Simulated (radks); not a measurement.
Values are calculated unless marked as measured or tabulated.
How relativity changes the ionisation of the oxygen ion O+ ([He] 2s2 2p3) to O2+ ([He] 2s2 2p2). Spin-unpolarised spherical Kohn-Sham, BLYP, point nucleus unless stated (finite: rms radius 2.6991 fm), a radial shooting solver on a logarithmic mesh with Libxc functionals. A level marked "c x" has the speed of light scaled by that factor and shares open shells by 2j + 1; other Dirac levels either fill j = l - 1/2 first or share by 2j + 1.

level	E(O+) (hartree)	E(O2+) (hartree)	IE (eV)	HOMO	<r> HOMO (bohr)
non-rel.	-74.41965	-73.18431	33.615	2p	1.110
scalar-rel.	-74.47675	-73.24168	33.608	2p	1.110
scalar-rel., finite nucleus	-74.47673	-73.24166	33.608	2p	1.110
Dirac, 2j+1 shares	-74.47675	-73.24168	33.608	2p3/2	1.111
Dirac, low j first	-74.47839	-73.24430	33.581	2p3/2	1.111
Dirac, 2j+1 shares, finite nucleus	-74.47674	-73.24167	33.608	2p3/2	1.111
Dirac, c x 1.25	-74.45617	-73.22101	33.611	2p3/2	1.110
Dirac, c x 2	-74.43391	-73.19864	33.613	2p3/2	1.110
Dirac, c x 10	-74.42022	-73.18489	33.615	2p3/2	1.110

NIST Atomic Spectra Database: 35.121 eV (measured). The relativistic part of the total energy of O+ is -0.05709 hartree (Dirac, 2j+1 shares, finite nucleus), 0.077 % of the non-relativistic value. Spin polarisation and multiplet splitting of open shells are left out at every level.

Beside tabulated values, note that spin-unpolarised runs miss the spin-polarisation part of the exchange energy of open shells.
